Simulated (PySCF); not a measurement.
## Electron correlation in Hg⁵²⁺ (mercury, charge +52)

[Ar] 3d10, closed-shell 1S. Calculation: PySCF 2.14, in an even-tempered Gaussian basis (16 s from 13 bohr⁻², ratio 2.5; 10 p from 17 bohr⁻², ratio 2.5; 7 d from 17 bohr⁻², ratio 2.5; 4 f from 69 bohr⁻², ratio 2.7; 3 g from 100 bohr⁻², ratio 2.7); the non-relativistic Hamiltonian (point nucleus). Frozen: [Ne]; 18 electrons correlated; the 23 highest virtual orbitals of each spin left out.

MP2 pair energies summed by pair of shells (mhartree):

```
 pair   energy  share (%)
3d-3d  -398.02       52.5
3p-3d  -218.11       28.8
3p-3p   -58.77        7.8
3s-3d   -49.99        6.6
3s-3p   -28.04        3.7
3s-3s    -4.57        0.6
```

Total MP2 correlation energy: -757.50 mhartree.

At this charge a non-relativistic calculation is a model, useful for the Z dependence of the correlation energy.
